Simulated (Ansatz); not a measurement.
Spectroscopic constants of SnO, closed-shell singlet (the spin of the measured ground state). No spin–orbit coupling.

Constants: fifth-degree fit in 1/R to seven points, most abundant isotopes. Runs in def2 and cc sets follow the lowest solution found near the PBE0 minimum. The singlet is held restricted.

Correlated levels freeze the inner cores; with def2 sets outer-core shells near the valence are correlated too. CBS: X⁻³ extrapolation of the correlation energy, Hartree–Fock from the larger set.

Programs: Ansatz (Gaussian orbitals).  In def2 rows elements past Kr take small-core potentials, without spin–orbit coupling.

Doubts at one or more of the structures used: a restricted determinant that unrestricted orbitals would lower (CCSD(T)/def2-TZVPP, CCSD(T)/CBS(def2-TZVPP, def2-QZVPP)).

Quantity: r_e, from seven points a level.

Costs are ratios of core time to PBE/def2-TZVPP (roughly 7 s), for whole runs (searches for the state included, and forces where a run took them) on one shared machine, so rough; each error counts from the measured 1.8325 Å [microwave values compiled in ACS Omega 2, 8373 (2017)].

```
level                                basis functions  cost  error (Å)
-----------------------------------  ---------------  ----  ---------
SVWN5/def2-TZVPP                                  81  ×0.9     -0.007
PBE/def2-TZVPP                                    81    ×1      0.015
B3LYP/def2-TZVPP                                  81    ×1     -0.001
BHLYP/def2-TZVPP                                  81    ×1     -0.029
r2SCAN/def2-TZVPP                                 81    ×2     -0.004
CAM-B3LYP/def2-TZVPP                              81    ×2     -0.020
B97M-V/def2-TZVPP                                 81    ×2     -0.005
B2PLYP/def2-TZVPP                                 81    ×2      0.015
wB97X-V/def2-TZVPP                                81    ×3     -0.024
CCSD(T)/def2-TZVPP                                81    ×5      0.005
CCSD(T)/def2-QZVPP                               139   ×10      0.000
CCSD(T)/CBS(def2-TZVPP, def2-QZVPP)                -   ×20     -0.004
```

What the step from CCSD(T)/def2-TZVPP to CCSD(T)/def2-QZVPP costs and buys: 81 to 139 functions, cost ×3 (rough); the error goes from 0.005 to 0.000 Å.

Ansatz is a first-principles code.
